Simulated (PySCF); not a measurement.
Species: C₂H₁₁NSi₂.
Atom-mapped SMILES: `[CH3:1][N:2]([CH3:3])[SiH2:4][SiH3:5]` (hydrogens: H6, H7, H8 on C1; H9, H10, H11 on C3; H12, H13 on Si4; H14, H15, H16 on Si5)

Cartesian coordinates in Å at the PBE0-D3(BJ)/def2-SVP level; atoms count from 1:
```
atom  x, y, z in Å
C1    -1.5820    1.0317   -0.3408
N2    -1.0287   -0.2556   -0.0063
C3    -1.2770   -0.6742    1.3499
Si4    0.3459   -0.8775   -0.8762
Si5    2.4000    0.0808   -0.2200
H6    -2.6733    1.0435   -0.1635
H7    -1.1461    1.8644    0.2499
H8    -1.4205    1.2591   -1.4058
H9    -0.8175   -0.0047    2.1067
H10   -2.3632   -0.7022    1.5559
H11   -0.8844   -1.6884    1.5214
H12    0.1330   -0.6039   -2.3323
H13    0.4155   -2.3543   -0.6412
H14    2.3776    1.5634   -0.4347
H15    3.5538   -0.4865   -0.9888
H16    2.6455   -0.1623    1.2379
```

All values: CAM-B3LYP/def2-SVPD (PySCF, non-relativistic), on one gas-phase PBE0-D3(BJ)/def2-SVP geometry that isn't relaxed in the solvent. The solvent is an IEF-PCM continuum (Bondi radii, 1.10 Å for H, scaled by 1.2), and excitations are vertical TDDFT with non-equilibrium linear response and a frozen core. The model holds no explicit solvent molecules, cavitation or dispersion.

Gas-phase singlets (H = HOMO, L = LUMO):

| state | E (eV) | λ (nm) | f | leading configurations |
| --- | --- | --- | --- | --- |
| S1 | 5.275 | 235 | 0.017 | H→L 86% |
| S2 | 6.044 | 205 | 0.008 | H→L+3 85% |
| S3 | 6.069 | 204 | 0.010 | H→L+1 57%, H→L+2 20% |
| S4 | 6.408 | 193 | 0.169 | H→L+2 62%, H→L+1 22% |
| S5 | 6.600 | 188 | 0.017 | H→L+4 63%, H→L+5 24% |

Q: Give the list for benzene (ε = 2.271), n² = 2.25.

A: 
| state | E (eV) | λ (nm) | f | leading configurations | change by rank (eV) |
| --- | --- | --- | --- | --- | --- |
| S1 | 5.253 | 236 | 0.023 | H→L 87% | -0.022 |
| S2 | 6.009 | 206 | 0.012 | H→L+3 87% | -0.035 |
| S3 | 6.052 | 205 | 0.013 | H→L+1 53%, H→L+2 27% | -0.017 |
| S4 | 6.311 | 196 | 0.239 | H→L+2 58%, H→L+1 30% | -0.097 |
| S5 | 6.585 | 188 | 0.013 | H→L+4 87% | -0.015 |

Q: How do the frontier levels move from gas to benzene?

A: 
| orbital | gas (eV) | solvent (eV) | change (eV) | Löwdin shares, gas | Löwdin shares, solvent |
| --- | --- | --- | --- | --- | --- |
| LUMO+2 | 1.45 | 1.50 | +0.05 | Si4 26 %, Si5 25 %, H15 12 %, H13 8 % | Si4 27 %, Si5 24 %, H15 12 %, H13 9 % |
| LUMO+1 | 1.26 | 1.30 | +0.04 | Si5 43 %, Si4 15 %, H16 10 %, H14 10 % | Si5 45 %, Si4 13 %, H16 10 %, H14 10 % |
| LUMO | 0.96 | 1.05 | +0.09 | Si4 20 %, Si5 15 %, C1 10 %, C3 10 % | Si4 22 %, Si5 16 %, C1 10 %, C3 10 % |
| HOMO | -7.52 | -7.44 | +0.08 | N2 47 %, Si5 10 %, Si4 10 %, C1 7 % | N2 47 %, Si5 10 %, Si4 10 %, C1 7 % |
| HOMO-1 | -9.87 | -9.81 | +0.06 | Si4 28 %, Si5 26 %, N2 12 %, H12 5 % | Si4 28 %, Si5 26 %, N2 12 %, H12 5 % |
| HOMO-2 | -10.69 | -10.64 | +0.05 | Si5 22 %, Si4 22 %, H13 13 %, H12 13 % | Si4 23 %, Si5 21 %, H13 14 %, H12 13 % |
| HOMO-3 | -10.99 | -10.94 | +0.05 | Si5 34 %, H15 28 %, N2 8 %, H16 7 % | Si5 31 %, H15 25 %, N2 10 %, Si4 7 % |

The HOMO–LUMO gap goes from 8.48 to 8.49 eV.
